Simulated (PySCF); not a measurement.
## Stretching SiGe⁻

Set-up: basis Si def2-TZVPPD, Ge def2-TZVPPD; no relativity; PySCF 2.14. Energies in eV from Si⁻ + Ge in their ground configurations at the same level. All curves are PBE0. state 1: ²Π (doublet), unpaired electrons π ↑; state 2: ²Σ⁺ (doublet), unpaired electrons σ ↑, a second solution, started from another occupation; state 3: quartet, unpaired electrons σ ↑, π ↑↑, a mixture of terms (⟨Lz²⟩ = 2.0), a second solution, started from another occupation.

```csv
R (Å),state 1,state 2,state 3
1.919,-2.619,-3.029,-0.732
2.009,-3.245,-3.454,-1.451
2.098,-3.591,-3.632,-1.905
2.165,-3.714,-3.648,-2.115
2.232,-3.747,-3.590,-2.241
2.299,-3.710,-3.476,-2.301
2.388,-3.580,-3.260,-2.303
2.500,-3.327,-2.927,-2.224
2.634,-2.944,-2.481,-2.079
2.812,-2.373,-1.868,-1.866
```

Put a parabola through the three lowest points of the state 1 curve and estimate Re, k and ωe (reduced mass 20.3 u; 1 eV/Å² = 0.16022 mdyn/Å; ωe = 1302.8·√(k/μ) cm⁻¹).

Through R = 2.165, 2.232, 2.299 Å the second-order coefficient is 7.80 eV/Å², so Re ≈ 2.230 Å, k ≈ 2.50 mdyn/Å and ωe ≈ 457 cm⁻¹. A polynomial fit of higher order to the unrounded PBE0 energies gives Re = 2.227 Å, k = 2.52 mdyn/Å, ωe = 459 cm⁻¹; anharmonicity and rounding make the difference.

The higher-order fit for each curve: state 1: Re = 2.227 Å, ωe = 459 cm⁻¹, De = 3.75 eV; state 2: Re = 2.144 Å, ωe = 491 cm⁻¹, minimum 3.65 eV below the ground-state fragments. State 3 gave no clean fit.

⟨S²⟩ of the unrestricted solution departs from its pure value on part of the curve, where spin states mix. Spin–orbit coupling is left out. For an ion De counts to the pair picked by the measured ionisation energies or electron affinities, which need not be the lowest pair at this level. The highest Kohn–Sham level is positive in this anion. Much of that is self-interaction error, but it also means that the finite basis helps to hold the extra electron. The state is the lowest determinant that a PBE0 search found; another state may lie lower at other levels.
